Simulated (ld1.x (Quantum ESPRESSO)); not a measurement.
## Varying the TM potential for Si

Base potential:

| Quantity | Value |
| --- | --- |
| Element | Si (Z = 14) |
| Generator | ld1.x (Quantum ESPRESSO) 7.5 |
| Type | norm-conserving Troullier–Martins (Kleinman–Bylander form) |
| Functional | PBEsol |
| Relativity | scalar-relativistic |
| Frozen core | [Ne] |
| Valence charge | 4 |
| Reference configuration | 3s2 3p2 |
| Partial waves | 3p (bound): rc 1.50 bohr; 3d channel at 0.15 Ry: rc 1.45 bohr; 3s (bound): rc 1.25 bohr |
| Local potential | the s channel |
| Core correction | Bessel-smoothed model core inside 1.20 bohr |

All-electron outer shells of the reference configuration (PBEsol, scalar-relativistic, ld1.x):

| shell | level (eV) | outermost node (bohr) | outermost maximum (bohr) |
| --- | --- | --- | --- |
| 2s | -139.13 | 0.15 | 0.45 |
| 2p | -95.42 | – | 0.39 |
| 3s | -10.77 | 0.72 | 1.80 |
| 3p | -4.06 | 0.72 | 2.17 |

Cutoffs, loose and tight: the cutoffs (Ry, on a coarse ladder) from which the occupation-weighted sum of valence levels, in a spherical-Bessel basis at the reference potential, stays within 10 and 1 mRy of its value at 400 Ry. They do not see the model core or the augmentation charge, which bear on the density cutoff. Test errors are all-electron minus pseudo excitation energies from the reference, over the configurations 3s2 3p1; 3s2 3p0; 3s1 3p0; 3s2 3p1.5; 3s1 3p2; 3s2 3p2.3; 3s0 3p4. A dash means not determined; rows that change the core or the reference have their own tests.

```tsv
change	outcome	cutoff, loose	cutoff, tight	bound ghosts	largest test error (meV)
base	generated	50 Ry	110 Ry	none	+62
wave 3s (bound): rc 1.25 bohr becomes 3s (bound): rc 1.72 bohr	generated	35 Ry	50 Ry	none	+39
core correction Bessel-smoothed model core inside 0.52 bohr	generated	50 Ry	110 Ry	none	+59
reference 3s1 3p3	generated	45 Ry	90 Ry	none	+60
wave 3p (bound): rc 1.50 bohr becomes 3p (bound): rc 1.06 bohr	generated	230 Ry	300 Ry	none	+33
functional PBE	generated	50 Ry	110 Ry	none	+68
wave 3d channel at 0.15 Ry: rc 1.45 bohr becomes 3d channel at 0.02 Ry: rc 1.45 bohr	generated	50 Ry	110 Ry	none	+62
wave 3d channel at 0.15 Ry: rc 1.45 bohr becomes 3d channel at 0.15 Ry: rc 1.22 bohr	generated	50 Ry	110 Ry	none	+62
local potential the d channel	generated	50 Ry	110 Ry	none	+293
type ultrasoft; waves now 3s (bound): rcut 1.10, rcutus 1.25 bohr; 3s channel at -0.45 Ry: rcut 1.10, rcutus 1.25 bohr; 3p (bound): rcut 1.30, rcutus 1.50 bohr; 3p channel at 2.15 Ry: rcut 1.30, rcutus 1.50 bohr; 3d channel at 0.15 Ry: rcut 1.25, rcutus 1.45 bohr; 3d channel at 2.55 Ry: rcut 1.25, rcutus 1.45 bohr; local potential all-electron potential smoothed inside 1.45 bohr (lloc = -1); augmentation PSQ, inside the norm-conserving radii	failed: chargeps: negative rho	–	–	–	–
wave 3p (bound): rc 1.50 bohr becomes 3p (bound): rc 1.60 bohr	generated	50 Ry	110 Ry	none	+66
```

What comes out with this change to the base: all radii but the core radius scaled by about 1.19 (s 1.48, p 1.78, d 1.72 bohr)?

outcome: generated; cutoff, loose: 25 Ry; cutoff, tight: 45 Ry; bound ghosts: none; largest test error (meV): +54.
